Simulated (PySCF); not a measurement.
CH7BSi, SMILES CB[SiH3]. Geometry optimised at PBE0-D3(BJ)/def2-SVP.

Computed equilibrium geometry at PBE0-D3(BJ)/def2-SVP (PySCF confirms it by a frequency run) as bond lengths and angles:
Atoms: B1 H2 C3 H4 H5 H6 Si7 H8 H9 H10. Bonds (Å): B1–H2 1.214, B1–C3 1.555, B1–Si7 2.024, C3–H4 1.101, C3–H5 1.099, C3–H6 1.113, Si7–H8 1.502, Si7–H9 1.499, Si7–H10 1.499. Bond angles (°): H2–B1–C3 118.6, H2–B1–Si7 117.2, C3–B1–Si7 124.2, B1–C3–H4 114.8, B1–C3–H5 116.4, B1–C3–H6 102.1, H4–C3–H5 110.7, H4–C3–H6 105.3, H5–C3–H6 106.2, B1–Si7–H8 107.8, B1–Si7–H9 112.2, B1–Si7–H10 113.9, H8–Si7–H9 107.0, H8–Si7–H10 107.4, H9–Si7–H10 108.1.
